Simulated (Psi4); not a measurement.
H₄Si₂ (SMILES [SiH][SiH3]), singlet, geometry from GFN2-xTB. Base run: PBE0/6-31G in Psi4 1.11.

Psi4 was given this input:
```
memory 2 GB

molecule mol {
0 1
Si   -0.288906    0.946481    0.771451
H     0.382608    2.122327    0.129654
Si    0.207329   -0.807678   -0.597427
H     0.996315   -0.861303   -1.840963
H    -1.091687   -1.388386   -0.989240
H     0.854851   -1.815878    0.264216
}

set {
  basis 6-31g
  reference rks
}

energy('pbe0')
print_variables()
```

Variants of this job, named by their change:

```csv
change,ΔE vs base (mEh),SCF cycles,grid points,basis functions
base,0.000,7,129975,34
dft_spherical_points = 110,-0.058,7,47627,34
dft_radial_scheme = multiexp,0.000,7,135454,34
dft_spherical_points = 194,0.005,7,83921,34
scf_type = dfdirj+link,-0.010,7,129975,34
dft_radial_points = 99,0.001,7,170722,34
puream = true,-0.004,7,129975,34
dft_radial_points = 35,(withheld),7,61656,34
guess = sadno,0.000,8,129975,34
damping_percentage = 50,0.001,41,129975,34
dft_radial_scheme = becke,0.002,7,116061,34
scf_type = disk_df,0.000,7,129975,34
scf_type = direct,0.008,9,129975,34
```

Problem. Complete the blanks.

Solution. 
- dft_radial_points = 35, ΔE vs base (mEh): 1.497
